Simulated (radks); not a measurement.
The numbers below are computed, except where a source is named.
Question: These are the eigenvalues of the occupied orbitals of an atom or ion with whole-number occupations (eV). Level of theory: Dirac Kohn-Sham, PBE, spin-unpolarised, spherical densities, finite nucleus; Fermi nuclear charge, rms radius of each element as measured or else 0.836 A^(1/3) + 0.57 fm (a radial shooting solver on a logarithmic mesh with Libxc functionals).

| orbital | eigenvalue |
|---|---|
| 1s1/2 | -57293.97 |
| 2s1/2 | -9620.018 |
| 2p1/2 | -9163.874 |
| 2p3/2 | -8247.024 |
| 3s1/2 | -2155.423 |
| 3p1/2 | -1955.028 |
| 3p3/2 | -1762.459 |
| 3d3/2 | -1419.382 |
| 3d5/2 | -1377.296 |
| 4s1/2 | -425.1477 |
| 4p1/2 | -345.0232 |
| 4p3/2 | -301.6968 |
| 4d3/2 | -169.7643 |
| 4d5/2 | -161.8909 |
| 5s1/2 | -51.7517 |
| 5p1/2 | -30.1977 |
| 5p3/2 | -24.8538 |
| 6s1/2 | -3.8333 |
| 4f5/2 | -3.7469 |
| 4f7/2 | -2.6644 |

Which element is it, and in what charge state? The configuration may be excited. Open shells, if any, are shared by 2j + 1.

Answer: Z = 68, erbium, charge 0: Er in [Xe] 4f12 6s2. The list shows which subshells hold electrons but not how many an open one holds; the 1s level, -2105.5 hartree, gives Z - s = 64.9 by -(Z - s)^2/2, which with screening and relativity narrows Z to a few neighbours, and the depths of the outer levels then fix element, charge and occupations together.
